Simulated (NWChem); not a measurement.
# Correlation energy of CH₂N

```
C
N 1 1.2423
H 1 1.1088 2 121.69
H 1 1.1088 3 116.62 2 180.00
```
Charge 0, spin multiplicity 2.

The numbers come from NWChem runs, not from measurements. The geometry was optimised at UPBE0/def2-SVP, a minimum by its harmonic frequencies.

Basis set: cc-pVTZ. Each correlation energy counts from its own Hartree-Fock reference.

| method | correlation energy (mHa) | remark |
|---|---|---|
| CCSD[T] on ROHF | -369.2 | - |
| CCSD on ROHF | -352.8 | - |
| URI-MP2 | -309.1 | spin-contaminated |
| SCS-UMP2 | -307.7 | spin-contaminated |
| CCSD(T) on ROHF | -368.4 | - |
| UMP2 | -309.1 | spin-contaminated |

The values span 61.6 mHa, from CCSD[T] on ROHF (lowest) to SCS-UMP2 (highest). 

The correlated methods keep 2 core orbitals frozen. The structure started from a generated list of species. The unpaired electrons of the parent sit in orbitals of symmetry b1 (C2v labels of the run); other states weren't searched. No SCF solution was tested for a lower state. Open-shell Hartree-Fock references start from PBE0 orbitals. Coupled-cluster values serve here as a point of comparison, not as the truth.
